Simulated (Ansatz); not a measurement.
Ideal-gas functions of `[Cl][In]` at 800 K and 1 bar, from an Ansatz frequency run at PBE0-D4/def2-TZVP.

Molar mass 150.27 g/mol, point group C∞v (symmetry number 1), electronic degeneracy 1, moments of inertia 157.781 u Å². Harmonic wavenumbers (cm⁻¹, unscaled): 312.

Use S(trans) = R[1.5 ln M + 2.5 ln T − 1.1517]; rotational temperatures θ = 24.2544 K / I; S(rot) = R[ln(T/σθ) + 1]; for each mode x = 1.438777 ν̃/T, S = R[x/(eˣ − 1) − ln(1 − e⁻ˣ)] and H = RT x/(eˣ − 1); 1 cm⁻¹ = 0.0119627 kJ/mol; R = 8.31446 J/(mol·K).

Q: By hand: the entropy, in J/(mol·K).

A: Translation 191.9. Rotation: θ = 0.1537 K, giving 79.5. Vibration, mode by mode: 13.23, in all 13.2. Electronic 0.0. Sum 284.6 J/(mol·K).

Q: By hand: H − E and G − E in kJ/mol, counted from the electronic energy.

A: Zero-point energy ½ × 312 × 0.0119627 = 1.9; thermal vibration 5.0; translation, rotation and pV give 3.5 RT = 23.3. H − E = 30.2 kJ/mol, and G − E = 30.2 − 800 × 284.6/1000 = -197.5 kJ/mol.

Vibration gives 5 % of the entropy.
